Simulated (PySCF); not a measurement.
Sn(H)2(SMe)2 (C2H8S2Sn), SMILES C[S][SnH2][S]C.

Coordinates come from a PBE-D3(BJ)/def2-SVP optimisation. The def2 effective core potentials stand for the cores of Sn; spin–orbit coupling is left out. Other conformers were not sampled.

Level of theory: PySCF with PBE-D3(BJ)/def2-SVP.

Frequencies are harmonic and unscaled.

Computed harmonic wavenumbers and intensities:
```tsv
mode	ν (cm⁻¹)	IR (km/mol)	moving atoms (share of kinetic energy)
1	42	1.6	C 40 %, S 30 %, H 21 %, Sn 9 %
2	64	1.8	C 47 %, H 33 %, S 20 %
3	95	2.0	H 44 %, S 34 %, C 13 %, Sn 8 %
4	120	2.8	H 58 %, S 30 %
5	160	0.5	H 45 %, C 38 %, S 9 %
6	167	0.1	H 59 %, C 26 %, S 11 %
7	191	0.7	H 42 %, C 30 %, S 15 %, Sn 12 %
8	324	16.1	S 63 %, H 21 %, Sn 14 %
9	340	34.4	S 73 %, Sn 22 %
10	374	19.5	H 68 %, S 23 %
11	495	7.7	H 96 %
12	585	162.0	H 97 %
13	654	107.4	H 99 %
14	689	2.1	C 59 %, S 31 %, H 10 %
15	691	2.2	C 60 %, S 31 %, H 9 %
16	930	3.8	H 84 %, C 14 %
17	934	6.3	H 81 %, C 16 %
18	936	5.2	H 83 %, C 15 %
19	941	14.5	H 82 %, C 16 %
20	1277	5.1	H 87 %, C 12 %
21	1283	6.4	H 87 %, C 13 %
22	1395	4.5	H 96 %
23	1395	11.0	H 96 %
24	1406	7.6	H 95 %
25	1414	19.6	H 95 %
26	1807	147.8	H 99 %
27	1863	148.4	H 99 %
28	2964	22.9	H 98 %
29	2977	21.9	H 98 %
30	3069	4.3	H 90 %, C 10 %
31	3083	4.3	H 90 %, C 10 %
32	3086	1.1	H 90 %, C 10 %
33	3088	1.2	H 90 %, C 10 %
```
